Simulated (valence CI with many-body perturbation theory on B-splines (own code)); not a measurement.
**E1 transitions of B**

Level of theory: configuration interaction combined with many-body perturbation theory (CI+MBPT): three valence electrons over a frozen Dirac-Fock core [He], a basis of 11 s, 11 p, 10 d, 8 f, 5 g, 2 h functions for each j, with the one-electron correlation potential Σ1 (screened to all orders), the two-electron term Σ2, the three-electron term Σ3, Breit, model QED; selected single and double excitations, second order for the rest, scaled by the run's own slope (own B-spline code, finite nucleus).

Against 16 measured levels this calculation errs by 44 cm⁻¹ on average and by 65 at most. These come from a selection out of the NIST Handbook of Basic Atomic Spectroscopic Data. Levels without a partner in it may be off by more.

Lines 151 to 200 of 200 in falling wavelength, among levels below 64291 cm⁻¹, chosen from the strongest by gf and those to the six lowest levels. Wavelengths and rates use the calculated energies, so an error of 40 cm⁻¹ moves a line at 3220 Å by 0.13 % and its rate by three times that or more. Electric multipoles are in the length gauge, E1 and E2 with the static RPA response of the core. Weak lines are less certain than strong ones. Lines between different terms over intervals too small for the method are left out, as are lines whose strength nearly cancels. The highest levels of a list are the least certain.

Names give the largest LS component (configuration and term), which can be under half, so a name can repeat, a term be missing and a line seem to break the LS rules; names also repeat where a configuration has a term twice.

| λ vac (Å) | λ from measured levels | Upper | Lower | A (s⁻¹) | log gf | Branch % |
| --- | --- | --- | --- | --- | --- | --- |
| 3220 | 3210 | 2s²4f ²F°_7/2 | 2s2p² ⁴P_5/2 | 6.91e-01 | -8.07 | 0.0 |
| 3220 | 3210 | 2s²4f ²F°_5/2 | 2s2p² ⁴P_3/2 | 3.63e-01 | -8.47 | 0.0 |
| 3082 |  | 2s²5p ²P°_3/2 | 2s2p² ⁴P_5/2 | 4.47e-01 | -8.59 | 0.0 |
| 3082 |  | 2s²5p ²P°_1/2 | 2s2p² ⁴P_3/2 | 3.05e-01 | -9.06 | 0.0 |
| 3082 |  | 2s²5p ²P°_3/2 | 2s2p² ⁴P_3/2 | 3.46e-03 | -10.71 | 0.0 |
| 3081 |  | 2s²5p ²P°_1/2 | 2s2p² ⁴P_1/2 | 6.61e-02 | -9.73 | 0.0 |
| 3081 |  | 2s²5p ²P°_3/2 | 2s2p² ⁴P_1/2 | 8.92e-02 | -9.29 | 0.0 |
| 2982 |  | 2s²5f ²F°_7/2 | 2s2p² ⁴P_5/2 | 1.20e+00 | -7.89 | 0.0 |
| 2982 |  | 2s²5f ²F°_5/2 | 2s2p² ⁴P_5/2 | 4.23e-01 | -8.47 | 0.0 |
| 2981 |  | 2s²5f ²F°_5/2 | 2s2p² ⁴P_3/2 | 8.57e-01 | -8.16 | 0.0 |
| 2918 |  | 2s²6p ²P°_3/2 | 2s2p² ⁴P_5/2 | 5.47e-01 | -8.55 | 0.0 |
| 2917 |  | 2s²6p ²P°_1/2 | 2s2p² ⁴P_3/2 | 1.28e-01 | -9.48 | 0.0 |
| 2917 |  | 2s²6p ²P°_3/2 | 2s2p² ⁴P_3/2 | 6.80e-02 | -9.46 | 0.0 |
| 2917 |  | 2s²6p ²P°_1/2 | 2s2p² ⁴P_1/2 | 1.96e-02 | -10.30 | 0.0 |
| 2917 |  | 2s²6p ²P°_3/2 | 2s2p² ⁴P_1/2 | 3.11e-02 | -9.80 | 0.0 |
| 2867 |  | 2s²6f ²F°_7/2 | 2s2p² ⁴P_5/2 | 6.73e-01 | -8.18 | 0.0 |
| 2867 |  | 2s²6f ²F°_5/2 | 2s2p² ⁴P_5/2 | 3.41e-01 | -8.60 | 0.0 |
| 2867 |  | 2s²6f ²F°_5/2 | 2s2p² ⁴P_3/2 | 5.36e-01 | -8.40 | 0.0 |
| 2831 |  | 2s²7p ²P°_3/2 | 2s2p² ⁴P_5/2 | 2.60e-01 | -8.90 | 0.0 |
| 2831 |  | 2s²7p ²P°_1/2 | 2s2p² ⁴P_3/2 | 9.88e-02 | -9.62 | 0.0 |
| 2831 |  | 2s²7p ²P°_3/2 | 2s2p² ⁴P_3/2 | 5.57e-02 | -9.57 | 0.0 |
| 2830 |  | 2s²7p ²P°_1/2 | 2s2p² ⁴P_1/2 | 2.82e-02 | -10.17 | 0.0 |
| 2830 |  | 2s²7p ²P°_3/2 | 2s2p² ⁴P_1/2 | 3.52e-02 | -9.77 | 0.0 |
| 2502 | 2498 | 2s²3s ²S_1/2 | 2s²2p ²P°_3/2 | 1.68e+08 | -0.50 | 66.6 |
| 2501 | 2498 | 2s²3s ²S_1/2 | 2s²2p ²P°_1/2 | 8.38e+07 | -0.80 | 33.4 |
| 2089 | 2090 | 2s2p² ²D_5/2 | 2s²2p ²P°_3/2 | 4.25e+07 | -0.78 | 100.0 |
| 2089 | 2090 | 2s2p² ²D_3/2 | 2s²2p ²P°_3/2 | 7.04e+06 | -1.74 | 16.5 |
| 2088 | 2090 | 2s2p² ²D_3/2 | 2s²2p ²P°_1/2 | 3.55e+07 | -1.03 | 83.5 |
| 1828 | 1826 | 2s²3d ²D_5/2 | 2s²2p ²P°_3/2 | 2.05e+08 | -0.21 | 94.2 |
| 1827 | 1826 | 2s²3d ²D_3/2 | 2s²2p ²P°_3/2 | 3.41e+07 | -1.17 | 15.7 |
| 1827 | 1826 | 2s²3d ²D_3/2 | 2s²2p ²P°_1/2 | 1.71e+08 | -0.47 | 78.5 |
| 1820 | 1818 | 2s²4s ²S_1/2 | 2s²2p ²P°_3/2 | 6.41e+07 | -1.20 | 57.0 |
| 1820 | 1818 | 2s²4s ²S_1/2 | 2s²2p ²P°_1/2 | 3.21e+07 | -1.50 | 28.5 |
| 1669 |  | 2s²4d ²D_3/2 | 2s²2p ²P°_3/2 | 1.69e+07 | -1.55 | 16.3 |
| 1669 |  | 2s²4d ²D_5/2 | 2s²2p ²P°_3/2 | 1.01e+08 | -0.60 | 97.6 |
| 1668 |  | 2s²4d ²D_3/2 | 2s²2p ²P°_1/2 | 8.43e+07 | -0.85 | 81.3 |
| 1665 |  | 2s²5s ²S_1/2 | 2s²2p ²P°_3/2 | 4.84e+07 | -1.40 | 59.3 |
| 1664 |  | 2s²5s ²S_1/2 | 2s²2p ²P°_1/2 | 2.43e+07 | -1.70 | 29.7 |
| 1602 |  | 2s²5d ²D_3/2 | 2s²2p ²P°_3/2 | 9.11e+06 | -1.85 | 16.4 |
| 1602 |  | 2s²5d ²D_5/2 | 2s²2p ²P°_3/2 | 5.46e+07 | -0.90 | 98.1 |
| 1602 |  | 2s²5d ²D_3/2 | 2s²2p ²P°_1/2 | 4.55e+07 | -1.15 | 81.8 |
| 1602 |  | 2s²6s ²S_1/2 | 2s²2p ²P°_3/2 | 6.30e+07 | -1.31 | 63.7 |
| 1601 |  | 2s²6s ²S_1/2 | 2s²2p ²P°_1/2 | 3.16e+07 | -1.61 | 32.0 |
| 1571 |  | 2s²7s ²S_1/2 | 2s²2p ²P°_3/2 | 1.40e+08 | -0.98 | 66.4 |
| 1571 |  | 2s²7s ²S_1/2 | 2s²2p ²P°_1/2 | 7.05e+07 | -1.28 | 33.4 |
| 1568 |  | 2s²6d ²D_3/2 | 2s²2p ²P°_3/2 | 5.41e+06 | -2.10 | 16.4 |
| 1568 |  | 2s²6d ²D_5/2 | 2s²2p ²P°_3/2 | 3.24e+07 | -1.14 | 98.2 |
| 1568 |  | 2s²6d ²D_3/2 | 2s²2p ²P°_1/2 | 2.71e+07 | -1.40 | 81.8 |
| 1556 |  | 2s2p² ²S_1/2 | 2s²2p ²P°_3/2 | 1.69e+08 | -0.91 | 65.7 |
| 1556 |  | 2s2p² ²S_1/2 | 2s²2p ²P°_1/2 | 8.51e+07 | -1.21 | 33.1 |

(1) How does gf follow from A for the line at 1601 Å?

## Answers

(1) gf = 1.4992 × (2J+1)_upper × A / σ², with σ = 62455 cm⁻¹ and 2J+1 = 2: gf = 0.0243.
